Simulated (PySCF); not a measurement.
Cl2GaHO, SMILES [OH][Ga]([Cl])[Cl].

Geometry optimised at B3LYP-D3(BJ)/def2-SVP. One conformer was computed; it need not be the lowest.

Method: CAM-B3LYP/def2-TZVPD (PySCF).

Isolated molecule, no solvent.

Computed frontier levels, gap, dipole moment and polarisability:
```yaml
highest_occupied_level: -10.83 eV
lowest_empty_level: -1.07 eV
orbital_gap: 9.76 eV
dipole_moment: 0.302 e·Å
quadrupole, principal values (traceless, Buckingham form, about the centre of nuclear charge): -8.25, 3.86, 4.38 D·Å
mean_static_polarisability: 58.8 bohr³ (8.71 Å³)
polarisability_principal_values: 45.0, 60.5, 70.8 bohr³
```
